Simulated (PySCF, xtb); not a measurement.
WSCl₄, SMILES [S]=[W]([Cl])([Cl])([Cl])[Cl], multiplicity 1.

Harmonic wavenumbers (cm⁻¹) from GFN2-xTB in xtb 6.7.1 at its own minimum, in rising order: 60, 60, 121, 121, 162, 191, 192, 241, 315, 316, 316, 470.

Problem. What does B3LYP-D3(BJ)/def2-SVP in PySCF give at its own minimum? (Estimate from the structure and the level; the computed values follow.)

Solution. 58, 58, 136, 136, 189, 205, 205, 310, 389, 397, 397, 529. Paired by order, the mean absolute difference is 38 cm⁻¹ and the zero-point energies are 3.7 and 4.3 kcal/mol.
